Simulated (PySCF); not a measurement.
# PbF: frontier orbitals

UHF at R = 2.083 Å; basis Pb aug-cc-pVDZ-PP with ECP60, F aug-cc-pVDZ; scalar-relativistic core potentials; PySCF 2.14. State: ²Π (doublet), unpaired electrons π ↑. Only the outer orbitals are listed, counted within each symmetry, core potentials removing the inner ones.

| spin | orbital | occ. | ε (eV) | on Pb (%) | main shells (%) |
| --- | --- | --- | --- | --- | --- |
| α | 6σ | 1 | -17.93 | 64 | 63 Pb s, 35 F p |
| α | 3π | 1 | -15.09 | 2 | 98 F p |
| α | 3π | 1 | -14.74 | 2 | 98 F p |
| α | 7σ | 1 | -13.27 | 48 | 53 F p, 36 Pb s, 10 Pb p |
| α | 4π | 1 | -7.06 | 101 | 100 Pb p |
| α | 4π | 0 | -0.51 | 103 | 102 Pb p |
| α | 8σ | 0 | 0.74 | 95 | 75 Pb p, 16 Pb s |
| α | 5π | 0 | 1.59 | 101 | 101 Pb p |
| β | 6σ | 1 | -17.02 | 46 | 52 F p, 45 Pb s |
| β | 3π | 1 | -14.74 | 2 | 98 F p |
| β | 3π | 1 | -14.65 | 1 | 99 F p |
| β | 7σ | 1 | -12.56 | 65 | 55 Pb s, 37 F p, 9 Pb p |
| β | 4π | 0 | -0.18 | 102 | 102 Pb p |
| β | 4π | 0 | 0.57 | 102 | 101 Pb p |
| β | 8σ | 0 | 0.86 | 94 | 72 Pb p, 16 Pb s |

**Question.** Which are the highest filled and the lowest empty level, where do they sit, and how wide is the gap?

**Answer.** Highest filled α 4π at -7.06 eV (in %: 100 Pb p); lowest empty α 4π at -0.51 eV (in %: 102 Pb p); the gap at UHF is 6.55 eV. Both belong to one degenerate shell, split only by its one-sided filling, so this is no excitation gap.

The bond order (Mayer) is 0.18 and the ⟨S²⟩ is 0.759. The charge on Pb (Mulliken, basis-dependent) is 0.72, the charge on Pb (Löwdin, basis-dependent) is 0.79 and the dipole moment (positive dipole means Pb(−)F(+)) is -4.23 D. The polarisability along the bond is 43.9 bohr³ and the polarisability across the bond is 48.1 bohr³.

Shares are Mulliken populations and can fall outside 0 to 100 %.

These are scalar-relativistic numbers at best; spin–orbit coupling would shift them, the dissociation energy most. The state was picked by a PBE0 search and need not be the measured ground state.
